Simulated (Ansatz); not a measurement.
H₄SSn (`[SH][SnH3]`) at its PBE0-D4/def2-TZVP geometry, where that method's forces vanish. Charge 0, multiplicity 1. Sn takes the def2 core potential.

```xyz
6

S     1.2522    0.8913    1.0511
Sn   -0.1689   -0.2742   -0.5009
H     0.3076    0.9663    2.0030
H    -1.5352    0.6851   -0.8502
H    -0.6530   -1.7621    0.1781
H     0.7973   -0.5063   -1.8811
```

Task: What forces (eV/Å) does r2SCAN-D4/def2-TZVPP give on these atoms in the Gaussian-basis code of Ansatz? (Estimate.)

Result: Ansatz gave: 
```
S1   0.057  0.036  0.035
Sn2 -0.048 -0.035 -0.041
H3  -0.011 -0.006 -0.003
H4   0.004 -0.003 -0.001
H5   0.001  0.004 -0.004
H6  -0.004  0.004  0.014
```
